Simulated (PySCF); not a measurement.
## Si2BH4Cl

The system: Si2BH4Cl, a silylene (divalent Si1, bonded to 1 B + 1 Cl); neutral, singlet. The structure, one conformer, was relaxed in the gas phase by PBE0-D3(BJ)/def2-SVP. No frequency run checks that it is a minimum.

The strong deshielding of the divalent centre rests on a low-lying excitation, and density functionals tend to overstate it.

SMILES: [SiH3]B[Si]Cl

```xyz
8

Si    1.570   -1.166   -1.457
Cl   -0.360   -0.480   -2.317
B     0.031   -0.952   -0.266
Si   -0.113    0.769    0.776
H    -0.675   -1.889    0.028
H     0.281    0.514    2.199
H     0.807    1.832    0.247
H    -1.496    1.343    0.762
```
Atoms count from 1 in this order.

Shieldings: GIAO PBE0/pcSseg-2. Shifts are against computed references at the same level: H TMS (σ 31.24 ppm), Si TMS (σ 341.3 ppm). Core levels by delta-SCF with SCAN, pcX-2 on the ionised atom and pcseg-1 elsewhere, spin-free X2C (2p3/2 is the spin-free 2p value less a third of a first-order spin-orbit splitting); from the vacuum level, for chosen atoms.

Give the shieldings and core levels atom by atom.


```
   atoms   bonded to  σ (ppm)  δ (ppm)  core level (eV)
     Si1  1 B + 1 Cl   -456.6    797.9     2p3/2 108.00
     Cl2        1 Si    870.2        -     2p3/2 206.25
      B3  2 Si + 1 H     73.8        -        1s 195.04
     Si4   1 B + 3 H    458.1   -116.8     2p3/2 106.20
      H5         1 B    26.82     4.42                -
H6 H7 H8        1 Si    27.98     3.26                -
```

Values are those of this one static structure, with the three H of a rotating XH3 group averaged; atoms that internal rotation interchanges would show their mean in an NMR spectrum.

Which of Si1, Si4 holds its core electrons tightest, and by how much against the loosest?

Si1 (bonded to 1 B + 1 Cl), by 1.80 eV over Si4 (bonded to 1 B + 3 H).

By CAM-B3LYP/def2-SVPD (TDDFT singlets, Tamm-Dancoff triplets, ionisation by delta-SCF), where does absorption start, and what does vertical ionisation take?

The lowest singlet lies at 2.26 eV (f 0.003), the strongest of the first 6 at 4.39 eV (f 0.031), the lowest triplet at 1.44 eV; vertical ionisation takes 8.88 eV.

The 3 runs behind this took 59 s in all, one thread each of Arm Neoverse V2 on a shared host, launched as `OMP_NUM_THREADS=1 python cluster_run.py task.json out`.
